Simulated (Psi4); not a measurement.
A dimer, C2H6 ··· CH3F (SMILES CC and CF); the first 8 atoms form monomer A.

```
13

C      0.7602     0.0511     0.0429
C     -0.7602    -0.0511    -0.0429
H      1.0764     0.4719     0.9994
H      1.1603     0.6903    -0.7466
H      1.2301    -0.9294    -0.0571
H     -1.1603    -0.6903     0.7466
H     -1.2301     0.9293     0.0572
H     -1.0764    -0.4718    -0.9995
C      0.2398    -3.5994    -1.2969
F      1.4856    -3.5794    -0.6820
H      0.2547    -2.9132    -2.1447
H     -0.5142    -3.2860    -0.5736
H      0.0328    -4.6142    -1.6391
```

Task: What interaction energy does SAPT0/jun-cc-pVDZ, frozen core (Psi4 1.11) give, and which attractive term is the largest?

Result: Total -2.11 kJ/mol: electrostatics -1.85, exchange 4.10, induction -0.56, dispersion -3.80. The most attractive term is dispersion.
